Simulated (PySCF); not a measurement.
A geometry optimisation on `CC(C)OC(C)(C)O[SiH3]`.

Computed with PBE0-D3(BJ)/def2-SVP geometry optimisation, gas phase (PySCF 2.14.0). Start geometry: GFN2-xTB. The command runs a driver script over a list of jobs; the input below is this job's line of settings and its coordinates in Å.

Command:
```bash
OMP_NUM_THREADS=1 python probes_run.py task.json out
```

Input:
```
{"job": {"xc": "PBE0", "basis": "def2-SVP", "d3": "d3bj", "grid": 1, "shake": 0.01, "kind": "geom"}, "charge": 0, "multiplicity": 1}
C      2.615720    -0.044380    -0.473010
C      1.304090    -0.537390     0.170880
C      1.385040    -2.038280     0.417980
O      0.222800    -0.298950    -0.688330
C     -0.714450     0.705570    -0.336220
C     -0.078070     2.113370    -0.303800
C     -1.810610     0.656330    -1.378050
O     -1.200100     0.486620     0.953070
Si    -2.245350    -0.624820     1.550960
H      2.540750     1.048730    -0.646800
H      2.737770    -0.524920    -1.419880
H      3.449060    -0.222750     0.177910
H      1.112150    -0.010030     1.118410
H      1.490900    -2.555960    -0.513720
H      0.502590    -2.400650     0.924790
H      2.265680    -2.241610     1.059540
H      0.666020     2.184000     0.491400
H     -0.857460     2.852930    -0.106950
H      0.396410     2.305070    -1.255560
H     -2.646250     1.342590    -1.093090
H     -1.434660     0.941710    -2.355990
H     -2.196720    -0.376430    -1.444880
H     -1.930250    -1.981440     1.069720
H     -2.020100    -0.433600     2.950460
H     -3.602570    -0.333640     1.130510
```

Output:
```
step   0  E = -677.30321963  max force = 0.033075
step   1  E = -677.31197129  max force = 0.004890
step   2  E = -677.31240118  max force = 0.001975
step   3  E = -677.31256041  max force = 0.001234
step   4  E = -677.31265167  max force = 0.001113
step   5  E = -677.31270342  max force = 0.000939
step   6  E = -677.31272300  max force = 0.000394
step   7  E = -677.31272586  max force = 0.000285
optimisation converged
```

Energies in Eh; «max force» is the largest Cartesian gradient component in Eh/bohr.

How much energy does the optimisation release, in kcal/mol?

E(step 0) − E(last step) = 0.009506 Eh, which is 6.0 kcal/mol.

Give the first gradient maximum in eV/Å.

With 1 Eh/bohr = 51.422 eV/Å, 1.701 eV/Å.

Summary of the converged run: final energy -677.31273 Eh after 7 steps; dipole 0.63 D.

Where do the atoms end?

0.128 Å rms from the input after alignment:
```
atom  x, y, z in Å
C1     2.5737   -0.2079   -0.5804
C2     1.3086   -0.5771    0.1762
C3     1.2847   -2.0436    0.5656
O4     0.1707   -0.3300   -0.6409
C5    -0.6543    0.7538   -0.3208
C6     0.0781    2.0887   -0.3318
C7    -1.7662    0.7204   -1.3565
O8    -1.1682    0.6052    0.9902
Si9   -2.3302   -0.4801    1.5049
H10    2.5909    0.8602   -0.8385
H11    2.6329   -0.7844   -1.5167
H12    3.4697   -0.4291    0.0196
H13    1.2309    0.0286    1.0959
H14    1.2892   -2.6745   -0.3368
H15    0.3776   -2.2802    1.1395
H16    2.1619   -2.3042    1.1768
H17    0.8602    2.1087    0.4394
H18   -0.6292    2.8995   -0.1105
H19    0.5351    2.2678   -1.3150
H20   -2.5102    1.5028   -1.1523
H21   -1.3495    0.8713   -2.3614
H22   -2.2574   -0.2645   -1.3445
H23   -2.1277   -1.8442    0.9301
H24   -2.1986   -0.5325    2.9872
H25   -3.7053   -0.0136    1.1487
```

Hardware: one thread of an Intel Xeon Platinum 8488C, shared host with 192 logical CPUs at a one-minute load of 111. Cost: 4.4 min wall, 0.91 GiB resident at most.
Labels such as C1 count atoms from 1, the log's own numbers from 0.
